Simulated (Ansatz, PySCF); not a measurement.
Molecule: C2H5BF (charge 0, doublet). It need not be the lowest isomer of its formula. 
Coordinates optimised at B3LYP-D3(BJ)/def2-TZVP (Ansatz, a quantum-chemistry and plane-wave program):
```
B
F 1 1.3476
C 1 1.5345 2 116.79
H 3 1.0840 1 122.73 2 180.00
H 3 1.0851 4 114.97 1 -180.00
C 1 1.5651 2 117.42 3 180.00
H 6 1.0900 1 113.85 2 -180.00
H 6 1.0952 7 108.28 1 122.90
H 6 1.0952 7 108.28 8 114.20
```
Charge 0, spin multiplicity 2.

Dipole moments at this geometry, in debye (magnitudes).

```json
[
 {"level": "HF/def2-TZVPD", "program": "PySCF", "dipole (D)": "1.69"},
 {"level": "SVWN5/def2-TZVPD", "program": "PySCF", "dipole (D)": "1.52"},
 {"level": "PBE/def2-TZVPD", "program": "Ansatz", "dipole (D)": "1.46"},
 {"level": "r2SCAN/def2-TZVPD", "program": "Ansatz", "dipole (D)": "1.50"},
 {"level": "B97M-V/def2-TZVPD", "program": "Ansatz", "dipole (D)": "1.51"},
 {"level": "BHLYP/def2-TZVPD", "program": "Ansatz", "dipole (D)": "1.65"},
 {"level": "TPSSh/def2-TZVPD", "program": "PySCF", "dipole (D)": "1.51"},
 {"level": "r2SCANh/def2-TZVPD", "program": "Ansatz", "dipole (D)": "1.53"},
 {"level": "HSE06/def2-TZVPD", "program": "Ansatz", "dipole (D)": "1.56"},
 {"level": "CAM-B3LYP/def2-TZVPD", "program": "Ansatz", "dipole (D)": "1.59"},
 {"level": "wB97M-V/def2-TZVPD", "program": "Ansatz", "dipole (D)": "1.55"},
 {"level": "wB97X-V/def2-TZVPD", "program": "Ansatz", "dipole (D)": "1.57"},
 {"level": "CCSD(T)/aug-cc-pVDZ", "program": "Ansatz", "dipole (D)": "1.50"}
]
```
